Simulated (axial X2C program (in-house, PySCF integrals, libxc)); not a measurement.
# ZrBr along the bond: PBE0, with spin–orbit coupling

Computed with an in-house relativistic program for diatomic molecules. Two-component (2c) means X2C with spin–orbit coupling and atomic mean-field two-electron Coulomb and Gaunt terms. Basis: Zr dyall-cv3z [11s12p9d6f3g], Br dyall-cv3z [8s9p6d4f1g] (cores contracted in-house); Gaussian nuclei, density fitting, unrestricted open shells. Masses: Zr 89.905 u, Br 78.918 u.

State: Ω = 3/2 (⟨Sz⟩ = 1.50, ⟨Lz⟩ = 0.00 at PBE0). Dipoles are positive if Br is the positive end.

Results along the bond:

| R (Å) | μ (D) | HOMO (eV) | LUMO (eV) |
| --- | --- | --- | --- |
| 2.164 | -2.745 | -3.95 | -1.56 |
| 2.263 | -3.129 | -4.11 | -1.71 |
| 2.338 | -3.443 | -4.23 | -1.82 |
| 2.412 | -3.778 | -4.36 | -1.93 |
| 2.487 | -4.131 | -4.48 | -2.05 |
| 2.574 | -4.564 | -4.62 | -2.18 |
| 2.661 | -5.015 | -4.75 | -2.31 |
| 2.773 | -5.614 | -4.92 | -2.48 |
| 2.910 | -6.365 | -5.10 | -2.70 |

The state is one determinant whose occupation by symmetry is held fixed; it was picked as the lowest of a PBE0 search that is not exhaustive. Density functionals use the spin component along the axis (collinear). PBE0 can misorder states that lie within some tenths of an eV, so this need not be the ground state of the molecule. The nearest other 2c determinant of the search, Ω = 3/2, lies 0.06 eV up at the distance of the search. With several unpaired electrons one determinant need not be a pure state. This is the top spin component of a Σ state; components of lower Ω are not single determinants and can lie lower.
